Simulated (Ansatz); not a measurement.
Reaction (formal exchange of groups at the Si–C bond): `C[SiH2]C(F)(F)Cl` + `C[O][GaH2]` → `C[SiH2][GaH2]` + `COC(F)(F)Cl`

Gas-phase electronic energies from Ansatz, PBE0-D4/def2-TZVP geometries. CCSD(T)/CBS adds triple-zeta CCSD(T) − MP2 to the extrapolated MP2 energy (def2 sets, frozen cores). Functionals use def2-TZVPP. HSE06 is defined as in plane-wave codes. For Ga outer-core shells are correlated without core-valence functions, which leaves a few kJ/mol of doubt a bond. Scalar relativity is left out up to krypton. One conformer a species, not always the lowest.

(1) Is it downhill or uphill in electronic energy at CCSD(T)/CBS, and by how much? (An estimate is asked.)

(2) What do these levels give: LDA (SPW92), r2SCAN-D4, r2SCAN0-D4, ωB97X-V, PBE, r2SCAN0, HSE06, RPA@PBE/def2-TZVPP, CCSD(T)/def2-SVP, CCSD/def2-TZVPP, SCS-MP2/def2-QZVPP, CCSD/CBS(def2)? (Best estimate.)

Largest T1 diagnostic among the species: 0.015.

Answers

(1) Computed: Uphill: ΔE = +61.0 kJ/mol.

(2) Computed: LDA (SPW92) 40.9, r2SCAN-D4 54.2, r2SCAN0-D4 46.8, ωB97X-V 53.0, PBE 50.3, r2SCAN0 46.5, HSE06 42.5, RPA@PBE/def2-TZVPP 58.3, CCSD(T)/def2-SVP 38.8, CCSD/def2-TZVPP 54.6, SCS-MP2/def2-QZVPP 70.1, CCSD/CBS(def2) 59.3 kJ/mol.

From BLYP to BHLYP (50 % exact exchange), in def2-TZVPP and without D4, ΔE moves by −14.0 kJ/mol. Leaving LDA and LC-ωPBE aside and taking each functional with its dispersion term where it has one, the values, not all of them listed here, spread over 26.3 kJ/mol, from PBE0-D4 to BLYP-D4. LDA lies −9.5 kJ/mol from PBE without D4. At CCSD(T), def2-SVP lies −22.2 kJ/mol from the extrapolated value and def2-TZVPP −4.7 kJ/mol.
